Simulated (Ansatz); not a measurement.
`C[SiH](Cl)[SiH2]F` + H₂ → `F[SiH3]` + `C[SiH2]Cl` at 400 K and 1 bar (hydrogenolysis of the Si–Si bond).

Gas-phase electronic energies from Ansatz, PBE0-D4/def2-TZVP geometries. CBS: MP2 limit from def2 TZ/QZ plus the TZ coupled-cluster correction, frozen cores. This one scheme is used for every species. Each species was taken in one conformer, which may not be the lowest.

| species | CCSD(T)/CBS energy (Eh) | H − E (kJ/mol) | S (J/(mol·K)) |
| --- | --- | --- | --- |
| `C[SiH](Cl)[SiH2]F` | -1179.51308 | 215.6 | 423.2 |
| H₂ | -1.17544 | 38.0 | 139.0 |
| `F[SiH3]` | -390.72345 | 88.0 | 253.8 |
| `C[SiH2]Cl` | -789.97638 | 169.2 | 322.9 |

H − E and S are ideal-gas, rigid-rotor, harmonic terms from PBE0-D4/def2-TZVP, for one conformer and one mirror image of each species. For small species the MP2-based limit differs from directly extrapolated CCSD(T) by up to some mEh (0.8 for H₂); such offsets cancel only in part. 1 Eh = 2625.50 kJ/mol, R = 8.31446 J/(mol·K).

**Question.** By hand: ΔE, ΔH, ΔS and ΔG.

**Answer.** ΔE = (-390.72345) + (-789.97638) − (-1179.51308) − (-1.17544) = -0.01131 Eh = -29.7 kJ/mol. Δ(H − E) = 88.0 + 169.2 − 215.6 − 38.0 = 3.6, so ΔH = -26.1 kJ/mol. ΔS = 253.8 + 322.9 − 423.2 − 139.0 = 14.5 J/(mol·K). ΔG = -26.1 − 400 × (14.5)/1000 = -31.9 kJ/mol.

**Question.** By hand: the equilibrium constant, and the temperature at which ΔG would vanish if ΔH and ΔS stayed fixed.

**Answer.** log₁₀ K = −ΔG/(RT ln 10) = 4.2. ΔH and −TΔS have one sign here, so there is no such temperature.

The number of gas molecules stays the same, so ΔS is small and ΔH decides. A doubt of 5 kJ/mol in ΔE shifts log₁₀ K by 0.7 here. Other conformers and mirror images would add mixing entropy, several J/(mol·K) or more a flexible species. Modes under 60 cm⁻¹, often nearly free rotors, make the harmonic entropy too high. These are equilibria of isolated gas molecules and say nothing of rates. Largest T1 diagnostic: 0.011 (customary marks: 0.02 for closed shells, 0.045 for open ones).
